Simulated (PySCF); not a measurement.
## I: excitation energy

I [Kr] 4d10 5s2 5p5 (2P) → I [Kr] 4d10 5s1 5p6 (2S), as a difference of total energies. All numbers are calculated (PySCF 2.14, the spin-free X2C one-electron Hamiltonian (Gaussian nucleus), in aug-cc-pVTZ-DK3 (8s7p5d2f, 68 functions)). Correlated levels: valence: [Kr] 4d10 frozen. The calculations carry no spin-orbit coupling.

```
           method  excitation energy (eV)
              UHF                  12.719
    MP2 (valence)                  10.958
SCS-MP2 (valence)                  10.760
   CCSD (valence)                   9.491
CCSD(T) (valence)                   8.307
```

How much does correlation contribute at CCSD(T) (valence)?

8.307 − (12.719) = -4.412 eV, measured against UHF.

A first-order spin-orbit estimate (lowest level to lowest level, LS coupling) adds 0.299 eV.

The upper state lies above the first ionisation limit, where it may autoionise and the basis confines it.

The coupled-cluster amplitudes are large for the upper state (T1 above 0.03 or a double amplitude above 0.15), so a single reference is strained.
